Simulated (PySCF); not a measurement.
## Exercise with solution: dipole moment from atomic charges

H₃NZn, SMILES [NH2][ZnH]. Atoms are numbered in the order given.

```xyz
5

Zn    -0.3961     0.0054     0.0000
H     -1.9190    -0.0249     0.0000
N      1.4188    -0.0783     0.0000
H      1.9348     0.2052     0.8194
H      1.9348     0.2052    -0.8194
```

Coordinates come from a PBE0-D3(BJ)/def2-TZVP optimisation.

Charges (e) from PBE/def2-TZVPD run with PySCF:

```tsv
atom	ESP fit	IAO
Zn1	0.640	1.117
H2	-0.279	-0.426
N3	-0.964	-1.209
H4	0.301	0.259
H5	0.301	0.259
```

The dipole moment of the full density is 0.82 D.

Task: What dipole moment does each set of point charges give, and which comes closer to that of the density?

Result: 
μ = Σ q r, and 1 e Å = 4.8032 D.
ESP fit: Σ q r = (0.079, 0.209, 0.000) e Å, |μ| = 1.07 D.
IAO: Σ q r = (-0.338, 0.218, 0.000) e Å, |μ| = 1.93 D.
ESP fit comes closer in size. Point charges leave out the atoms' own dipoles (lone pairs, polarised bonds); fits to the potential absorb them, partitions of the density don't.
